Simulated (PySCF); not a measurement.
CHCl₂, SMILES Cl[CH]Cl (connectivity only; charge and spin as stated), charge +1, multiplicity 1.

Geometry: r2SCAN-D4/def2-TZVP. The spin state was assumed, not searched. The isomer is the one that the SMILES or the coordinates give; other isomers of the formula were not compared.

Method: PBE0/def2-TZVPD run with PySCF.

Symmetry labels are those of the subgroup C2v that the program uses (full group C2v).

Computed valence orbital energies around the gap with their symmetry:
```tsv
orbital	symmetry	energy (eV)
HOMO−7	B2	-31.57
HOMO−6	A1	-25.09
HOMO−5	A1	-21.51
HOMO−4	B2	-20.91
HOMO−3	B1	-19.17
HOMO−2	A2	-16.75
HOMO−1	A1	-16.52
HOMO	B2	-16.39
LUMO	B1	-10.45
LUMO+1	A1	-6.24
LUMO+2	B2	-4.52
LUMO+3	A1	-4.31
```
